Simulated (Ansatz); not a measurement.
`F[P+](F)(F)[Ag-][Cl]`. The species carries charge 0 and has multiplicity 1. Ag: def2 effective core potential. The structure was optimised at the PBE0-D4/def2-TZVP level. It is one conformer, not always the lowest.

```xyz
6

F    -1.979    0.232   -0.373
P    -0.449    0.444   -0.446
F    -0.386    1.975   -0.242
F    -0.246    0.374   -1.977
Ag    0.872   -0.862    0.866
Cl    2.187   -2.163    2.172
```

(1) What is the dipole moment at r2SCAN/def2-TZVPP? (Best estimate.)

(2) And with PBE, B3LYP, ωB97M-V? (An estimate is asked.)

(3) Give the Mulliken charges with r2SCAN, ωB97M-V, B3LYP in def2-TZVPP. (Estimate.)

## Answers

(1) Computed: 5.55 D, with components (-3.22, 3.19, -3.20) D in this frame, pointing from negative to positive charge.

(2) The calculation gave: PBE 5.24 D, B3LYP 5.52 D, ωB97M-V 5.90 D.

(3) Ansatz gave: 
```tsv
atom	r2SCAN	ωB97M-V	B3LYP
F1	-0.20	-0.19	-0.20
P2	0.93	0.92	0.96
F3	-0.20	-0.19	-0.20
F4	-0.20	-0.19	-0.20
Ag5	0.10	0.09	0.08
Cl6	-0.44	-0.44	-0.44
```

B3LYP here is the variant with VWN-RPA as its local correlation; programs differ in this.
